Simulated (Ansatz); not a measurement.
Frontier orbitals of CH5F2NZr, SMILES `[CH3][Zr]([NH2])([F])[F]`.

Total charge 0; spin multiplicity 1. Correlated methods include outer-core shells of Zr, which these sets cover unevenly. Zr takes the def2 core potential. The structure was optimised at the PBE0-D4/def2-TZVP level. It is one conformer, not always the lowest. Basis def2-TZVPP, Ansatz 0.2.0.

| functional | HOMO (eV) | LUMO (eV) |
| --- | --- | --- |
| revPBE | -6.24 | -1.65 |

Task: Give HOMO and LUMO (eV) with LDA (SPW92), PBE, BLYP, r2SCAN, B97M-V, PBE0, B3LYP, r2SCANh, r2SCAN0, HSE06 (plane-wave form), BHLYP, CAM-B3LYP, LC-ωPBE, ωB97X-V, ωB97M-V, HF. (Estimate.)

Result: The calculation gave: 
```
             functional    HOMO   LUMO
            LDA (SPW92)   -6.50  -2.03
                    PBE   -6.32  -1.76
                   BLYP   -6.19  -1.67
                 r2SCAN   -6.59  -1.51
                 B97M-V   -6.65  -1.49
                   PBE0   -7.67  -0.79
                  B3LYP   -7.44  -1.06
                r2SCANh   -7.09  -1.16
                r2SCAN0   -7.86  -0.63
HSE06 (plane-wave form)   -7.26  -1.17
                  BHLYP   -8.92   0.08
              CAM-B3LYP   -9.08   0.23
                LC-ωPBE  -10.46   1.27
                ωB97X-V  -10.09   1.14
                ωB97M-V   -9.97   0.59
                     HF  -10.85   1.47
```

B3LYP here is the variant with VWN-RPA as its local correlation; programs differ in this. LC-ωPBE has ω = 0.4 bohr⁻¹. Positive LUMOs are unbound and depend on the basis.
